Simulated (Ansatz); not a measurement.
Geometry optimisation of K3H3.

```yaml
crystal:
  periodic: [false, false, false]
  atoms:
    - {symbol: K, position_ang: [-0.938370, -2.066240, -1.677250]}
    - {symbol: K, position_ang: [1.069470, -0.204730, 0.435390]}
    - {symbol: K, position_ang: [-0.405980, 3.144450, 2.046840]}
    - {symbol: H, position_ang: [1.239320, -0.969110, -1.856280]}
    - {symbol: H, position_ang: [-0.064040, 1.872220, 0.253710]}
    - {symbol: H, position_ang: [-0.900410, -1.776580, 0.797600]}
basis:
  gaussian: {orbitals: def2-TZVP}
hamiltonian: {xc: pbe, dispersion: d4}
scf: {lower_state_search: "off"}
output: {orbitals: {seedname: orbitals}}
relax: {f_tol: 0.02, max_steps: 100}
```

```sh
$ ansatz run in.yaml --threads 4 --pin off --events-out ev --progress --plain --max-ram 3916MiB
```

It prints (some lines left out):

```
Functional definition: PBE
mean field -49002.89991493 eV, -1800.8233565151 hartree, gradient 3.8e-6 eV, S^2 0.000000; 0 other end points of the search recorded, 0 dependent functions left out
relax step   1: F+E_penalty+E_count = -49003.08839518 eV  Δ(F+E_penalty+E_count) = +0.000e0 eV  max|allowed force component| = 3.035e-1 eV/Å  Δτ_max = 0.0000 Å  (17 SCF iters, accepted)
mean field -49003.02475478 eV, -1800.8279442952 hartree, gradient 2.6e-6 eV, S^2 0.000000; 0 other end points of the search recorded, 0 dependent functions left out
relax step   2: F+E_penalty+E_count = -49003.20466168 eV  Δ(F+E_penalty+E_count) = -1.163e-1 eV  max|allowed force component| = 1.430e-1 eV/Å  Δτ_max = 0.1949 Å  (19 SCF iters, accepted)
mean field -49003.09110412 eV, -1800.8303825882 hartree, gradient 1.0e-6 eV, S^2 0.000000; 0 other end points of the search recorded, 0 dependent functions left out
relax step   3: F+E_penalty+E_count = -49003.26754756 eV  Δ(F+E_penalty+E_count) = -6.289e-2 eV  max|allowed force component| = 1.434e-1 eV/Å  Δτ_max = 0.1932 Å  (18 SCF iters, accepted)
mean field -49003.14929790 eV, -1800.8325211703 hartree, gradient 1.3e-6 eV, S^2 0.000000; 0 other end points of the search recorded, 0 dependent functions left out
relax step   4: F+E_penalty+E_count = -49003.32281415 eV  Δ(F+E_penalty+E_count) = -5.527e-2 eV  max|allowed force component| = 1.518e-1 eV/Å  Δτ_max = 0.1949 Å  (18 SCF iters, accepted)
mean field -49003.20179850 eV, -1800.8344505317 hartree, gradient 1.8e-6 eV, S^2 0.000000; 0 other end points of the search recorded, 0 dependent functions left out
relax step   5: F+E_penalty+E_count = -49003.37428612 eV  Δ(F+E_penalty+E_count) = -5.147e-2 eV  max|allowed force component| = 1.608e-1 eV/Å  Δτ_max = 0.1950 Å  (18 SCF iters, accepted)
mean field -49003.25112475 eV, -1800.8362632378 hartree, gradient 2.2e-6 eV, S^2 0.000000; 0 other end points of the search recorded, 0 dependent functions left out
relax step   6: F+E_penalty+E_count = -49003.42271411 eV  Δ(F+E_penalty+E_count) = -4.843e-2 eV  max|allowed force component| = 1.483e-1 eV/Å  Δτ_max = 0.1901 Å  (18 SCF iters, accepted)
mean field -49003.30747590 eV, -1800.8383341044 hartree, gradient 6.2e-7 eV, S^2 0.000000; 0 other end points of the search recorded, 0 dependent functions left out
relax step   7: F+E_penalty+E_count = -49003.47942838 eV  Δ(F+E_penalty+E_count) = -5.671e-2 eV  max|allowed force component| = 1.655e-1 eV/Å  Δτ_max = 0.1951 Å  (18 SCF iters, accepted)
mean field -49003.36291756 eV, -1800.8403715479 hartree, gradient 1.2e-6 eV, S^2 0.000000; 0 other end points of the search recorded, 0 dependent functions left out
relax step   8: F+E_penalty+E_count = -49003.53637304 eV  Δ(F+E_penalty+E_count) = -5.694e-2 eV  max|allowed force component| = 1.829e-1 eV/Å  Δτ_max = 0.1948 Å  (18 SCF iters, accepted)
mean field -49003.42496849 eV, -1800.8426518774 hartree, gradient 7.5e-7 eV, S^2 0.000000; 0 other end points of the search recorded, 0 dependent functions left out
relax step   9: F+E_penalty+E_count = -49003.60140747 eV  Δ(F+E_penalty+E_count) = -6.503e-2 eV  max|allowed force component| = 2.144e-1 eV/Å  Δτ_max = 0.1923 Å  (18 SCF iters, accepted)
mean field -49003.50746828 eV, -1800.8456836890 hartree, gradient 8.5e-7 eV, S^2 0.000000; 0 other end points of the search recorded, 0 dependent functions left out
relax step  10: F+E_penalty+E_count = -49003.68812830 eV  Δ(F+E_penalty+E_count) = -8.672e-2 eV  max|allowed force component| = 2.606e-1 eV/Å  Δτ_max = 0.2000 Å  (17 SCF iters, accepted)
mean field -49003.60086414 eV, -1800.8491159235 hartree, gradient 2.2e-6 eV, S^2 0.000000; 0 other end points of the search recorded, 0 dependent functions left out
relax step  11: F+E_penalty+E_count = -49003.78653100 eV  Δ(F+E_penalty+E_count) = -9.840e-2 eV  max|allowed force component| = 3.081e-1 eV/Å  Δτ_max = 0.2000 Å  (17 SCF iters, accepted)
mean field -49003.70380068 eV, -1800.8528987714 hartree, gradient 1.9e-6 eV, S^2 0.000000; 0 other end points of the search recorded, 0 dependent functions left out
relax step  12: F+E_penalty+E_count = -49003.89470730 eV  Δ(F+E_penalty+E_count) = -1.082e-1 eV  max|allowed force component| = 3.311e-1 eV/Å  Δτ_max = 0.1923 Å  (17 SCF iters, accepted)
mean field -49003.81294788 eV, -1800.8569098570 hartree, gradient 2.1e-6 eV, S^2 0.000000; 0 other end points of the search recorded, 0 dependent functions left out
relax step  13: F+E_penalty+E_count = -49004.00757179 eV  Δ(F+E_penalty+E_count) = -1.129e-1 eV  max|allowed force component| = 3.106e-1 eV/Å  Δτ_max = 0.1927 Å  (17 SCF iters, accepted)
mean field -49003.91246227 eV, -1800.8605669435 hartree, gradient 2.1e-6 eV, S^2 0.000000; 0 other end points of the search recorded, 0 dependent functions left out
relax step  14: F+E_penalty+E_count = -49004.10816357 eV  Δ(F+E_penalty+E_count) = -1.006e-1 eV  max|allowed force component| = 2.024e-1 eV/Å  Δτ_max = 0.1950 Å  (17 SCF iters, accepted)
mean field -49003.94840475 eV, -1800.8618878053 hartree, gradient 8.1e-7 eV, S^2 0.000000; 0 other end points of the search recorded, 0 dependent functions left out
relax step  15: F+E_penalty+E_count = -49004.14787276 eV  Δ(F+E_penalty+E_count) = -3.971e-2 eV  max|allowed force component| = 1.669e-1 eV/Å  Δτ_max = 0.2000 Å  (17 SCF iters, accepted)
mean field -49003.97360860 eV, -1800.8628140298 hartree, gradient 1.5e-6 eV, S^2 0.000000; 0 other end points of the search recorded, 0 dependent functions left out
relax step  16: F+E_penalty+E_count = -49004.17242236 eV  Δ(F+E_penalty+E_count) = -2.455e-2 eV  max|allowed force component| = 2.792e-2 eV/Å  Δτ_max = 0.1219 Å  (17 SCF iters, accepted)
mean field -49003.97734311 eV, -1800.8629512705 hartree, gradient 1.7e-6 eV, S^2 0.000000; 0 other end points of the search recorded, 0 dependent functions left out
relax step  17: F+E_penalty+E_count = -49004.17523182 eV  Δ(F+E_penalty+E_count) = -2.809e-3 eV  max|allowed force component| = 1.695e-2 eV/Å  Δτ_max = 0.0576 Å  (17 SCF iters, accepted)
mean field -49003.97933278 eV, -1800.8630243896 hartree, gradient 1.4e-6 eV, S^2 0.000000; 0 other end points of the search recorded, 0 dependent functions left out
relax step  18: F+E_penalty+E_count = -49004.17549244 eV  Δ(F+E_penalty+E_count) = -2.606e-4 eV  max|allowed force component| = 2.367e-2 eV/Å  Δτ_max = 0.0931 Å  (17 SCF iters, accepted)
mean field -49003.97927760 eV, -1800.8630223616 hartree, gradient 1.8e-6 eV, S^2 0.000000; 0 other end points of the search recorded, 0 dependent functions left out
relax step  19: F+E_penalty+E_count = -49004.17608011 eV  Δ(F+E_penalty+E_count) = -5.877e-4 eV  max|allowed force component| = 1.314e-2 eV/Å  Δτ_max = 0.0306 Å  (18 SCF iters, accepted)
mean field -49003.97951310 eV, -1800.8630310163 hartree, gradient 1.8e-6 eV, S^2 0.000000; 0 other end points of the search recorded, 0 dependent functions left out
relax step  20: F+E_penalty+E_count = -49004.17633497 eV  Δ(F+E_penalty+E_count) = -2.549e-4 eV  max|allowed force component| = 3.635e-3 eV/Å  Δτ_max = 0.0236 Å  (19 SCF iters, accepted)
Total energy: -49004.17639512 eV, -1800.8702662969 hartree
Atom 0 at    -1.039275    -2.346292    -1.016436 Å, force    -0.003356    -0.002546    -0.000818 eV/Å
Atom 1 at     1.485180     0.482626    -0.584112 Å, force     0.003060     0.003635     0.000138 eV/Å
Atom 2 at    -1.191698     1.621972     1.894425 Å, force     0.000587     0.000413    -0.001028 eV/Å
Atom 3 at     1.125064    -1.658674    -1.873484 Å, force     0.001166     0.003540     0.002282 eV/Å
Atom 4 at     0.972492     2.333797     1.055696 Å, force     0.001537    -0.002192    -0.002158 eV/Å
Atom 5 at    -1.351773    -0.433418     0.523921 Å, force    -0.002994    -0.002850     0.001584 eV/Å
Dipole moment:    -1.084422    -0.350898     0.426842 e Å
Checks for a lower state left out: stability, starts, cluster_reference, orbital_swaps, neighbouring_geometries, increment
```

Hardware: 4 threads of Arm Neoverse V2 on a shared host. Wall time 17 s.

Another isomer (singlet) lies 0.06 eV lower at PBE0-D4/def2-TZVP; other spin states weren't run for this one.
